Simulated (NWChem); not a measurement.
System: SeCl$_{4}$; SMILES Cl[Se](Cl)(Cl)Cl

The following NWChem deck was run.

```
start job
memory heap 200 mb stack 900 mb global 1100 mb
geometry units angstroms noautosym nocenter noautoz
  Se     0.000000     0.000000     0.425891
  Cl     1.689234     0.000000    -0.930618
  Cl     0.000000     2.328178     0.496418
  Cl    -1.689234     0.000000    -0.930618
  Cl     0.000000    -2.328178     0.496418
end
basis spherical
  Se library 6-31g*
  Cl library 6-31g*
end
dft
  xc pbe0
  iterations 150
end
property
  response 1 0.0
end
task dft property
```

Coordinates come from a PBE0/def2-SVP optimisation.

Static field.

### Question
What results follow from this input? (PBE0/6-31G* (spherical d).) Quantities: basis functions; isotropic polarisability (bohr³); anisotropy (bohr³).

### Answer
- number of basis functions = 104
- isotropic polarisability (bohr³) = 78.5
- anisotropy (bohr³) = 58.5
